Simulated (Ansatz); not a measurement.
Calculated with Ansatz (gas phase, PBE0-D4/def2-TZVP geometries, no zero-point term in ΔE). CCSD(T)/CBS is the MP2 limit (def2-TZVPP, def2-QZVPP) plus CCSD(T) − MP2 in def2-TZVPP, frozen cores. DFT in def2-TZVPP. B3LYP here is the variant with VWN-RPA as its local correlation; programs differ in this. One conformer a species, not always the lowest.

`CN[SiH2]NC` + `O=C[SiH](O)O` → `CO[SiH](O)C=O` + `CN[SiH2]N`  (substitution at a C–N bond)

```tsv
level	ΔE (kJ/mol)
B3LYP	11.4
CCSD(T)/def2-TZVPP	15.7
```

(1) What does CCSD(T)/CBS give? (An estimate is asked.)

Largest T1 diagnostic among the species: 0.014.

## Answers

(1) The calculation gave: +16.2 kJ/mol. The listed levels differ from it by -4.8, -0.5 kJ/mol.

In def2-TZVPP, CCSD(T) changes the Hartree–Fock value by +9.4 kJ/mol (the triples alone add +0.9 kJ/mol) and MP2 by +12.4 kJ/mol.
